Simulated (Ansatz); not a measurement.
A structure relaxed at PBE0-D4/def2-TZVP, charge 0, multiplicity 1:

```tsv
atom	x (Å)	y (Å)	z (Å)
F1	0.571	-2.375	-0.592
Si2	0.801	-0.798	-0.481
C3	0.121	0.072	1.001
Ge4	-0.887	0.739	-0.642
H5	2.186	-0.486	-0.898
H6	0.746	0.766	1.558
H7	-0.536	-0.494	1.660
H8	-2.370	0.374	-0.586
H9	-0.632	2.201	-1.020
```

**Question.** Give its formula and SMILES.

**Answer.** CH5FGeSi, `F[SiH]1[CH2][GeH2]1`.

**Question.** Summarise the bond lengths by kind.

**Answer.** 1 × F–Si 1.598 Å; 1 × C–Si 1.848 Å; 1 × Ge–Si 2.289 Å; 1 × H–Si 1.480 Å; 1 × C–Ge 2.039 Å; 2 × C–H 1.087 to 1.089 Å; 2 × Ge–H 1.529 to 1.531 Å.

Results of the Gaussian-basis code of Ansatz.
